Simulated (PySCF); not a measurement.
PySCF 2.14 output of an unrestricted r2SCAN calculation on a single atom or ion in def2-QZVPPD with the def2 core potential (60 electrons) (7s5p4d4f2g, 88 functions), with scalar relativity through the core potential:

```
SCF conv_tol = 1e-09
number electrons alpha = 10  beta = 8
    J. W. Furness, A. D. Kaplan, J. Ning, J. P. Perdew, and J. Sun.,  J. Phys. Chem. Lett. 11, 8208-8215 (2020)
    J. W. Furness, A. D. Kaplan, J. Ning, J. P. Perdew, and J. Sun.,  J. Phys. Chem. Lett. 11, 9248-9248 (2020)
    J. W. Furness, A. D. Kaplan, J. Ning, J. P. Perdew, and J. Sun.,  J. Phys. Chem. Lett. 11, 8208-8215 (2020)
    J. W. Furness, A. D. Kaplan, J. Ning, J. P. Perdew, and J. Sun.,  J. Phys. Chem. Lett. 11, 9248-9248 (2020)
cycle= 1 E= -119.306446918511  delta_E= -0.012  |g|= 0.0429  |ddm|= 0.328
cycle= 2 E= -119.30652877855  delta_E= -8.19e-05  |g|= 0.0516  |ddm|= 0.122
cycle= 3 E= -119.307502204897  delta_E= -0.000973  |g|= 0.0113  |ddm|= 0.0398
cycle= 4 E= -119.307601625747  delta_E= -9.94e-05  |g|= 0.00716  |ddm|= 0.0214
cycle= 5 E= -119.307827241144  delta_E= -0.000226  |g|= 0.00671  |ddm|= 0.0684
cycle= 6 E= -119.308035654698  delta_E= -0.000208  |g|= 0.00415  |ddm|= 0.0886
cycle= 7 E= -119.308078808833  delta_E= -4.32e-05  |g|= 0.00254  |ddm|= 0.0341
cycle= 8 E= -119.308090581042  delta_E= -1.18e-05  |g|= 0.00255  |ddm|= 0.0518
cycle= 9 E= -119.308095905383  delta_E= -5.32e-06  |g|= 7.64e-05  |ddm|= 0.0168
cycle= 10 E= -119.308095921825  delta_E= -1.64e-08  |g|= 1.39e-05  |ddm|= 0.00099
cycle= 11 E= -119.30809592206  delta_E= -2.36e-10  |g|= 5.51e-06  |ddm|= 9.62e-05
converged SCF energy = -119.30809592206  <S^2> = 2.0029072  2S+1 = 3.0019375
```

The run itself started from symmetry-adapted Hartree-Fock orbitals and held the occupation by maximum overlap, on a logarithmic radial grid, so the iterations belong to that start.

Problem. Which element, charge and spin multiplicity is this?

Solution. Pt (platinum, neutral), multiplicity 3; the state was [Xe] 4f14 5d9 6s1, high-spin 3D determinant.

Energies and moments cover only the electrons outside the core potential. Spin-orbit coupling, absent here, splits the open shell strongly.
